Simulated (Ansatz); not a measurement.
`O[SiH2][S][GeH3]` + H–F → `F[SiH2][S][GeH3]` + H₂O at 500 K and 1 bar (ligand exchange at the Si–O bond).

Computed with Ansatz on PBE0-D4/def2-TZVP structures; ΔE is electronic, products minus reactants. CBS: MP2 limit from def2 TZ/QZ plus the TZ coupled-cluster correction, frozen cores. This one scheme is used for every species. For Ge outer-core shells are correlated without core-valence functions, which leaves a few kJ/mol of doubt a bond. Scalar relativity is left out up to krypton. One conformer a species, not always the lowest.

```json
{"species": "`O[SiH2][S][GeH3]`", "CCSD(T)/CBS energy (Eh)": "-2841.83791", "H − E (kJ/mol)": "200.7", "S (J/(mol·K))": "448.0"}
{"species": "H–F", "CCSD(T)/CBS energy (Eh)": "-100.39570", "H − E (kJ/mol)": "39.4", "S (J/(mol·K))": "188.7"}
{"species": "`F[SiH2][S][GeH3]`", "CCSD(T)/CBS energy (Eh)": "-2865.87038", "H − E (kJ/mol)": "167.3", "S (J/(mol·K))": "431.7"}
{"species": "H₂O", "CCSD(T)/CBS energy (Eh)": "-76.37941", "H − E (kJ/mol)": "73.2", "S (J/(mol·K))": "206.3"}
```

H − E and S are ideal-gas, rigid-rotor, harmonic terms from PBE0-D4/def2-TZVP, for one conformer and one mirror image of each species. 1 Eh = 2625.50 kJ/mol, R = 8.31446 J/(mol·K).

**Question.** By hand: ΔE, ΔH, ΔS and ΔG.

**Answer.** ΔE = (-2865.87038) + (-76.37941) − (-2841.83791) − (-100.39570) = -0.01618 Eh = -42.5 kJ/mol. Δ(H − E) = 167.3 + 73.2 − 200.7 − 39.4 = 0.4, so ΔH = -42.1 kJ/mol. ΔS = 431.7 + 206.3 − 448.0 − 188.7 = 1.3 J/(mol·K). ΔG = -42.1 − 500 × (1.3)/1000 = -42.8 kJ/mol.

**Question.** By hand: the equilibrium constant, and the temperature at which ΔG would vanish if ΔH and ΔS stayed fixed.

**Answer.** log₁₀ K = −ΔG/(RT ln 10) = 4.5. ΔH and −TΔS have one sign here, so there is no such temperature. One of them is within its doubt of zero, so this could turn.

The number of gas molecules stays the same, so ΔS is small and ΔH decides. A doubt of 5 kJ/mol in ΔE shifts log₁₀ K by 0.5 here. Other conformers and mirror images would add mixing entropy, several J/(mol·K) or more a flexible species. Modes under 60 cm⁻¹, often nearly free rotors, make the harmonic entropy too high. These are equilibria of isolated gas molecules and say nothing of rates. Largest T1 diagnostic: 0.012 (customary marks: 0.02 for closed shells, 0.045 for open ones).
